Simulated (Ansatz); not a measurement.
Reaction (redistribution): `N[Si](O)(Cl)[SbH2]` + `[F][SbH][F]` → `N[Si](O)(F)Cl` + `[F][SbH][SbH2]`

Program: Ansatz. Geometries: PBE0-D4/def2-TZVP. ΔE: electronic, gas phase. CBS: MP2 limit from def2 TZ/QZ plus the TZ coupled-cluster correction, frozen cores. Functionals use def2-TZVPP. B3LYP here is the variant with VWN-RPA as its local correlation; programs differ in this. def2 core potentials past Kr. For Sb outer-core shells are correlated without core-valence functions, which leaves a few kJ/mol of doubt a bond. Each species was taken in one conformer, which may not be the lowest.

`N[Si](O)(Cl)[SbH2]`:

Z-matrix (Å, degrees):
```
Si
O 1 1.637
Cl 1 2.069 2 112.0
N 1 1.708 2 109.7 3 114.4
Sb 1 2.565 2 103.0 3 -115.2
H 2 0.961 1 116.0 3 -70.8
H 4 1.009 1 119.2 2 67.2
H 4 1.008 1 118.9 2 -151.3
H 5 1.712 1 90.1 2 -78.3
H 5 1.710 1 89.9 2 -169.3
```

`[F][SbH][F]`:

Z-matrix (Å, degrees):
```
Sb
F 1 1.902
F 1 1.902 2 95.6
H 1 1.724 2 92.9 3 93.2
```

`N[Si](O)(F)Cl`:

Z-matrix (Å, degrees):
```
Si
O 1 1.622
F 1 1.583 2 103.4
N 1 1.687 2 111.9 3 124.3
Cl 1 2.038 2 113.3 3 -115.0
H 2 0.958 1 117.0 3 -178.2
H 4 1.006 1 120.7 2 156.7
H 4 1.007 1 120.9 2 -52.9
```

`[F][SbH][SbH2]`:

```xyz
6

F     1.395   -1.484   -0.223
Sb   -0.473   -1.444    0.240
Sb   -0.758    1.375    0.361
H    -0.993   -1.394   -1.397
H     0.267    1.419    1.725
H     0.562    1.528   -0.706
```

CCSD(T)/CBS gives -1.43 eV.

(1) Another level gave -1.34 eV. Which?
A. ωB97X-V/def2-TZVPP
B. BLYP-D4/def2-TZVPP
C. B3LYP-D4/def2-TZVPP
D. PBE-QIDH/def2-TZVPP

Largest T1 diagnostic among the species: 0.015.

Results:

(1) A. ωB97X-V -1.34, B3LYP-D4 -1.40, PBE-QIDH -1.50, BLYP-D4 -1.28 eV.

From PBE to PBE0 (25 % exact exchange), in def2-TZVPP and without D4, ΔE moves by −0.14 eV. The D4 term adds +0.04 eV with B3LYP and +0.03 eV with PBE0; it sums over pairs of atoms, weighted by their polarisabilities, and B3LYP, whose exchange is more repulsive, gets the larger term. In def2-TZVPP, CCSD(T) changes the Hartree–Fock value by +0.18 eV (the triples alone add +0.04 eV) and MP2 by +0.17 eV.
